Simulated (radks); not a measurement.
Excited configurations of Zn+: one electron is placed in a higher orbital outside [Ar] 3d10. The ground configuration is [Ar] 3d10 4s1. Calculated with a radial shooting solver on a logarithmic mesh with Libxc functionals: Dirac Kohn-Sham, PBE, spin-unpolarised, spherical densities, finite nucleus; open shells fill j = l - 1/2 first; Fermi nuclear charge, rms radius 3.9283 fm. Excitation = E - E(ground); binding = E(ion) - E, where the ion is the core of charge +2; n* = 2/sqrt(2 binding) in atomic units, and the quantum defect is n - n*.

outer orbital,excitation (eV),binding (eV),n*,quantum defect,<r> (bohr)
4d3/2,12.458,5.985,3.016,0.984,5.418
4f5/2,14.982,3.460,3.966,0.034,8.859
5p1/2,12.701,5.742,3.079,1.921,6.895
6s1/2,14.397,4.045,3.668,2.332,10.42
6d3/2,16.088,2.355,4.808,1.192,16.62
6f5/2,16.793,1.649,5.744,0.256,22.83
7p1/2,16.227,2.215,4.956,2.044,18.73

The Delta-SCF ionisation energy is 18.443 eV (NIST Atomic Spectra Database: 17.964 eV, measured). Self-interaction in the functional shifts the binding energies and quantum defects, so they are the method's values and not measured ones. Spin polarisation and multiplet splitting are left out, so open shells lie too high by an amount that depends on their filling.

Beside tabulated values, note that spin-unpolarised runs miss the spin-polarisation part of the exchange energy of open shells.
